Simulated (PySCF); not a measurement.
# Energy profile

The step: SiH₃Cl ([SiH3][Cl]) + H₂O → SiH₃ClO ([OH][SiH2][Cl]) + H₂; bonds formed: Si1–O7, H2–H6; bonds broken: Si1–H2, H6–O7 (atoms numbered as in the saddle structure below).

```
atom    x (Å)    y (Å)    z (Å)
 Si1  -0.4641  -0.2690  -0.2678
  H2   1.0983  -0.0275  -0.9292
  H3  -0.4411  -1.7054  -0.6152
  H4  -1.6199  -0.0773   0.6557
 Cl5  -1.1519   0.9792  -1.7878
  H6   1.3001   0.1969   0.1316
  O7   0.7219   0.0725   1.1196
  H8   0.5568   0.8307   1.6930
```

Electronic energies by CCSD(T) at an estimated basis limit (MP2 extrapolated from triple and quadruple zeta, plus CCSD(T) − MP2 in triple zeta), on PBE0-D4/def2-TZVP structures; SiH5ClO, singlet; no counterpoise correction. PySCF 2.14 with density fitting (its default auxiliary sets; JK sets also for MP2 and CCSD(T)); basis: def2-TZVPP and def2-QZVPP; cores frozen in the correlated methods. Extrapolation: Hartree–Fock as exp(−7.88 √X), correlation as X^−2.97.

(1) Give the profile in kJ/mol, counted from the separated reactants. (Judge from chemistry; the value comes from the calculation.)

T1 diagnostic: at most 0.011. The start structure is not quite a true minimum (one mode of 53i cm⁻¹).

Answers

(1) The calculation gives:
```tsv
point	kJ/mol
separated: SiH3Cl (linked as [SiH3][Cl]; Si1, H2, H3, H4, Cl5; singlet) + H2O (H6, O7, H8; singlet)	0.0
start structure	-14.9
saddle	157.7
end structure	-83.7
```

For scale, one of the runs: CCSD(T)/def2-TZVPP, 185 basis functions, launched by `OMP_NUM_THREADS=4 python run.py`. Hardware: 4 CPU threads of an Arm Neoverse V2, shared host. Wall time 3.7 min; peak host memory 1.9 GiB.
